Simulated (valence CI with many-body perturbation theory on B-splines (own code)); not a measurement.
Values are calculated unless marked as measured or tabulated.
## Ladder of approximations for Hg⁶⁷⁺

Method: relativistic CI+MBPT: three valence electrons over a frozen Dirac-Fock core [Ne], radial functions for each j: 11 s, 11 p, 9 d, 7 f, 5 g, 2 h, 1 i, with the one-electron correlation potential Σ1 (screened to all orders), the two-electron term Σ2, the three-electron term Σ3, Breit, model QED; selected single and double excitations, second order for the rest (own B-spline code, finite nucleus).

No measured spectrum was set against this ion. As an estimate, large intervals hold to a few tenths of a per cent, small ones and those within an open d or f shell to about a per cent.

Each rung adds one term. CI alone is the Dirac-Coulomb CI over the frozen core; QED comes last and gives the full result, which names the levels. Energies are above (3s^2 3p1/2) J=1/2 on the same rung, in Ry.

Levels are named by their leading jj configuration (3d3/2^4 stands for four electrons in 3d with j = 3/2), which in mixed levels can hold well under half, so a name can repeat and another be missing. Letters in brackets count levels of one name in rising energy.

```tsv
Level	CI alone	+ Σ1	+ Σ2	+ Σ3	+ Breit	Full
(3s 3p1/2^2) J=1/2	14.07	14.05	14.04	14.05	14.46	14.01
(3s^2 3p3/2) J=3/2	39.26	39.28	39.29	39.29	38.84	38.87
(3s 3p1/2 3p3/2) J=3/2 [a]	50.80	50.80	50.82	50.83	50.77	50.36
(3s 3p1/2 3p3/2) J=5/2	52.39	52.38	52.40	52.40	52.27	51.86
(3s 3p1/2 3p3/2) J=3/2 [b]	54.00	54.00	54.00	54.00	53.82	53.48
(3s 3p1/2 3p3/2) J=1/2	54.85	54.85	54.82	54.82	54.77	54.36
(3s^2 3d3/2) J=3/2	58.57	58.57	58.52	58.52	58.08	57.94
(3s^2 3d5/2) J=5/2	66.61	66.62	66.60	66.60	65.85	65.80
(3s 3p1/2 3d3/2) J=3/2 [a]	67.64	67.61	67.61	67.62	67.67	67.04
(3s 3p1/2 3d3/2) J=3/2 [b]	68.73	68.71	68.69	68.69	68.77	68.09
(3s 3p1/2 3d3/2) J=5/2	69.68	69.65	69.65	69.65	69.45	68.94
(3s 3p1/2 3d3/2) J=1/2	71.81	71.78	71.75	71.74	71.64	71.13
(3s 3p1/2 3d3/2) J=3/2 [c]	72.50	72.47	72.43	72.42	72.35	71.79
(3s 3p1/2 3d5/2) J=5/2 [a]	78.45	78.44	78.43	78.43	78.08	77.60
(3s 3p1/2 3d5/2) J=7/2	79.76	79.75	79.73	79.73	79.29	78.81
(3s 3p1/2 3d5/2) J=5/2 [b]	80.53	80.52	80.50	80.49	80.11	79.62
(3s 3p1/2 3d5/2) J=3/2	80.83	80.82	80.78	80.78	80.47	79.97
(3p1/2^2 3d3/2) J=3/2	85.26	85.21	85.17	85.17	85.46	84.51
(3s 3p3/2^2) J=5/2	91.04	91.05	91.07	91.08	90.53	90.15
(3s 3p3/2^2) J=1/2	94.06	94.07	94.07	94.07	93.59	93.21
(3s 3p3/2^2) J=3/2	94.69	94.70	94.68	94.68	94.16	93.78
(3p1/2^2 3d5/2) J=5/2	95.41	95.38	95.32	95.32	95.37	94.43
(3p1/2 3p3/2^2) J=5/2	106.44	106.44	106.44	106.45	106.11	105.42
(3p1/2 3p3/2^2) J=3/2	106.87	106.86	106.84	106.84	106.68	105.89
(3p1/2 3p3/2^2) J=1/2	108.22	108.21	108.20	108.21	107.98	107.26
(3s 3p3/2 3d3/2) J=3/2 [a]	108.91	108.90	108.89	108.89	108.32	107.83
(3s 3p3/2 3d3/2) J=1/2 [a]	109.03	109.03	109.02	109.02	108.51	107.99
(3s 3p3/2 3d3/2) J=5/2 [a]	109.40	109.40	109.38	109.38	108.84	108.29
(3s 3p3/2 3d3/2) J=7/2	109.58	109.57	109.57	109.56	108.88	108.41
(3s 3p3/2 3d3/2) J=3/2 [b]	111.89	111.89	111.84	111.84	111.25	110.76
(3s 3p3/2 3d3/2) J=5/2 [b]	112.87	112.86	112.81	112.81	112.22	111.71
```

Problem. How does the ionisation energy move along the ladder, and which term matters most?

Solution. CI alone 8175.0, + Σ1 8176.3, + Σ2 8176.3, + Σ3 8176.2, + Breit 8162.9, + QED 8162.4 eV. The largest step is Breit, -13.3 eV. NIST lists 8160 ± 40 eV (theoretical).
